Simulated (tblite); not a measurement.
C3H10OSSi3.
Numbering: `[CH3:1][C:2](=[O:3])[Si@@H:4]1[SiH2:5][S:6][C@H:7]1[SiH3:8]` (hydrogens: H9, H10, H11 on C1; H12 on Si4; H13, H14 on Si5; H15 on C7; H16, H17, H18 on Si8)

Computed with GFN2-xTB (tblite), gas phase: L-BFGS steps from a force-field or distance-geometry start until the largest atomic force falls under 0.01 eV/Å.

Step 29: E = -652.5216 eV
```
atom  x, y, z in Å  |  force x, y, z in eV/Å
C1     -2.6421   -1.5512   -0.2823    0.015   0.065  -0.003
C2     -1.9279   -0.2419   -0.4776    0.059   0.018  -0.030
O3     -2.2468    0.5444   -1.3419   -0.050   0.006   0.024
Si4    -0.4110    0.2455    0.6199    0.051   0.001   0.009
Si5     0.0610    2.4502    0.0511   -0.098  -0.011   0.059
S6      1.3910    1.4658   -1.3472    0.064  -0.092   0.052
C7      1.1884   -0.1364   -0.3976   -0.045   0.042  -0.050
Si8     2.8212   -0.4985    0.5320   -0.071  -0.009  -0.053
H9     -1.9975   -2.3591   -0.6311   -0.008   0.060   0.084
H10    -2.8443   -1.6959    0.7771    0.018  -0.058  -0.047
H11    -3.5696   -1.5681   -0.8534    0.027  -0.023   0.027
H12    -0.4379   -0.5405    1.8656   -0.021   0.041  -0.005
H13    -0.8748    3.3034   -0.6631   -0.014   0.008  -0.042
H14     0.8395    3.2760    0.9825   -0.004  -0.036  -0.021
H15     1.0185   -0.9111   -1.1470    0.045   0.038  -0.040
H16     3.5191   -1.5620   -0.1879    0.036  -0.003   0.021
H17     2.4754   -0.9295    1.8910    0.003  -0.024  -0.006
H18     3.6289    0.7154    0.5981   -0.006  -0.023   0.020
```

Step 30: E = -652.5238 eV
```
atom  x, y, z in Å  |  force x, y, z in eV/Å
C1     -2.6427   -1.5507   -0.2835    0.005   0.022   0.016
C2     -1.9303   -0.2398   -0.4757    0.002  -0.012  -0.035
O3     -2.2613    0.5507   -1.3310   -0.030   0.047   0.004
Si4    -0.4067    0.2474    0.6143    0.021  -0.047   0.043
Si5     0.0592    2.4510    0.0492   -0.071   0.006   0.017
S6      1.4006    1.4687   -1.3456    0.037  -0.071   0.073
C7      1.1927   -0.1353   -0.4003   -0.069   0.053  -0.058
Si8     2.8200   -0.5009    0.5337   -0.026  -0.018  -0.068
H9     -1.9937   -2.3573   -0.6254    0.006   0.048   0.065
H10    -2.8456   -1.6955    0.7754    0.009  -0.052  -0.024
H11    -3.5717   -1.5796   -0.8548    0.086   0.022   0.042
H12    -0.4259   -0.5368    1.8632   -0.032   0.053  -0.027
H13    -0.8730    3.3032   -0.6720   -0.009   0.001  -0.037
H14     0.8302    3.2802    0.9838   -0.001  -0.037  -0.022
H15     1.0216   -0.9088   -1.1504    0.053   0.039  -0.048
H16     3.5154   -1.5643   -0.1901    0.038   0.007   0.029
H17     2.4722   -0.9373    1.8891   -0.005  -0.030   0.014
H18     3.6303    0.7115    0.6084   -0.014  -0.032   0.016
```

Step 31: E = -652.5258 eV
```
atom  x, y, z in Å  |  force x, y, z in eV/Å
C1     -2.6429   -1.5498   -0.2840    0.006  -0.015   0.031
C2     -1.9319   -0.2380   -0.4744   -0.047  -0.020  -0.029
O3     -2.2742    0.5566   -1.3213   -0.008   0.070  -0.006
Si4    -0.4028    0.2484    0.6101   -0.024  -0.073   0.047
Si5     0.0561    2.4518    0.0481   -0.036   0.014  -0.026
S6      1.4093    1.4700   -1.3424    0.007  -0.011   0.073
C7      1.1951   -0.1333   -0.4035   -0.064   0.031  -0.042
Si8     2.8181   -0.5030    0.5339    0.012  -0.025  -0.053
H9     -1.9904   -2.3550   -0.6193    0.032   0.022   0.038
H10    -2.8471   -1.6968    0.7736    0.001  -0.035   0.010
H11    -3.5720   -1.5889   -0.8554    0.109   0.057   0.039
H12    -0.4167   -0.5334    1.8605   -0.038   0.051  -0.026
H13    -0.8713    3.3034   -0.6806   -0.006  -0.006  -0.032
H14     0.8228    3.2833    0.9839    0.001  -0.034  -0.018
H15     1.0251   -0.9057   -1.1543    0.049   0.031  -0.060
H16     3.5131   -1.5660   -0.1914    0.038   0.012   0.029
H17     2.4694   -0.9445    1.8875   -0.010  -0.030   0.014
H18     3.6315    0.7073    0.6175   -0.023  -0.039   0.010
```

Step 32: E = -652.5276 eV
```
atom  x, y, z in Å  |  force x, y, z in eV/Å
C1     -2.6428   -1.5494   -0.2837    0.019  -0.035   0.040
C2     -1.9342   -0.2365   -0.4734   -0.072  -0.003  -0.012
O3     -2.2861    0.5630   -1.3117    0.009   0.065  -0.002
Si4    -0.3997    0.2482    0.6068   -0.067  -0.065   0.020
Si5     0.0524    2.4527    0.0466   -0.004   0.007  -0.054
S6      1.4177    1.4714   -1.3377   -0.016   0.059   0.055
C7      1.1963   -0.1307   -0.4070   -0.036  -0.013  -0.011
Si8     2.8161   -0.5054    0.5332    0.028  -0.030  -0.019
H9     -1.9869   -2.3526   -0.6130    0.059  -0.007   0.011
H10    -2.8490   -1.6991    0.7724   -0.002  -0.014   0.045
H11    -3.5705   -1.5963   -0.8555    0.096   0.078   0.018
H12    -0.4091   -0.5302    1.8573   -0.043   0.035  -0.003
H13    -0.8695    3.3040   -0.6898   -0.006  -0.010  -0.028
H14     0.8163    3.2858    0.9829    0.000  -0.031  -0.014
H15     1.0292   -0.9017   -1.1592    0.037   0.022  -0.071
H16     3.5118   -1.5674   -0.1921    0.040   0.009   0.023
H17     2.4665   -0.9518    1.8860   -0.012  -0.025  -0.001
H18     3.6326    0.7025    0.6263   -0.030  -0.042   0.003
```

Question: Estimate the geometry and energy of step 33. (The exact step hangs on the optimiser's Hessian estimate; all steps are aligned on step 32, rigid shifts and turns removed.)

Answer: E = -652.5296 eV, largest force 0.122 eV/Å
```
atom  x, y, z in Å  |  force x, y, z in eV/Å
C1     -2.6423   -1.5497   -0.2825    0.039  -0.039   0.040
C2     -1.9381   -0.2349   -0.4721   -0.071   0.028   0.014
O3     -2.2990    0.5712   -1.3007    0.017   0.031   0.011
Si4    -0.3977    0.2468    0.6033   -0.097  -0.027  -0.027
Si5     0.0482    2.4539    0.0438    0.018  -0.009  -0.061
S6      1.4268    1.4743   -1.3313   -0.030   0.116   0.025
C7      1.1971   -0.1278   -0.4110    0.001  -0.057   0.023
Si8     2.8144   -0.5086    0.5323    0.023  -0.032   0.024
H9     -1.9818   -2.3503   -0.6061    0.080  -0.030  -0.010
H10    -2.8516   -1.7022    0.7721   -0.002   0.009   0.071
H11    -3.5672   -1.6033   -0.8555    0.057   0.084  -0.011
H12    -0.4016   -0.5268    1.8537   -0.048   0.010   0.033
H13    -0.8673    3.3048   -0.7009   -0.008  -0.013  -0.026
H14     0.8092    3.2883    0.9811   -0.003  -0.028  -0.010
H15     1.0343   -0.8965   -1.1661    0.023   0.016  -0.079
H16     3.5112   -1.5689   -0.1926    0.045  -0.001   0.010
H17     2.4630   -0.9603    1.8842   -0.013  -0.020  -0.022
H18     3.6334    0.6965    0.6364   -0.032  -0.037  -0.004
```

The energy changes by -0.0020 eV. The first-order estimate −F·Δx gives -0.0027 eV and the mean of the old and new forces, exact on a quadratic surface, -0.0020 eV. The step makes an angle of 75° with the force vector and moves no atom by more than 0.019 Å.

What follows is the cost of the whole relaxation. Time: 2.9 s. Hardware: Arm Neoverse N1, one thread, shared host with 64 logical CPUs at a one-minute load of 60.
